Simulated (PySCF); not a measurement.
BrHPb, neutral, multiplicity 1. Atoms are numbered in the order given.

```xyz
3

Pb     0.0233    -0.7736     0.0000
H     -1.8211    -0.8963     0.0000
Br    -0.0024     1.8380     0.0000
```
Charge 0, spin multiplicity 1.

Geometry optimised at PBE0-D3(BJ)/def2-TZVP. The def2 effective core potentials stand for the cores of Pb; spin–orbit coupling is left out.

These are IEF-PCM-B3LYP/def2-SVP in PySCF values and carry that method's errors.

The values are the electrostatic part of the solvation free energy, E(continuum) − E(gas) at the gas-phase geometry, in a cavity of scaled van der Waals radii (PySCF's table); cavitation and dispersion terms are not included. A continuum can't describe solvent molecules that bind to the metal. In vacuum the orbital gap is 3.45 eV. The dipole moment in vacuum is 3.41 D.

```
solvent           ε  ΔG(elec) (kcal/mol)  dipole (D)  gap (eV)
------------  -----  -------------------  ----------  --------
water         78.36                 -7.3        5.14      3.93
acetone       20.49                    ?           ?         ?
diethylether   4.24                 -4.8        4.56      3.77
```

Question: Complete the blanks. (The exact figures need the calculation; the answer reports its results.)

Answer: 
- acetone, ΔG(elec) (kcal/mol): -6.8
- acetone, dipole (D): 5.03
- acetone, gap (eV): 3.90
